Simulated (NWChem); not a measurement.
**Total energies of CF$_{2}$**

```
C
F 1 1.3225
F 1 1.3225 2 120.25
```
Charge 0, spin multiplicity 3.

Everything below was run with NWChem. All single points use one geometry, from UPBE/def2-SVP, a minimum by its harmonic frequencies.

Basis set: STO-3G (15 functions).

```json
[
 {"method": "UHF", "total energy (Ha)": "-233.36568"},
 {"method": "UMP2", "total energy (Ha)": "-233.42804"},
 {"method": "UB2PLYP", "total energy (Ha)": "-233.99600"},
 {"method": "UPBE", "total energy (Ha)": "-234.03021"},
 {"method": "UB3LYP", "total energy (Ha)": "-234.24969"},
 {"method": "Ur2SCAN", "total energy (Ha)": "-234.20723"}
]
```

Total energies of different functionals aren't comparable as a measure of quality: only differences taken within one method are. 

The correlated methods keep 3 core orbitals frozen. B3LYP has NWChem's definition, with VWN1-RPA local correlation. This spin state was chosen for the runs; another may lie lower. The structure started from a generated list of species. The unpaired electrons of the parent sit in orbitals of symmetry a1 and b2 (C2v labels of the run); other states weren't searched. The stability of the SCF solutions was not checked. Open-shell Hartree-Fock references start from PBE0 orbitals.
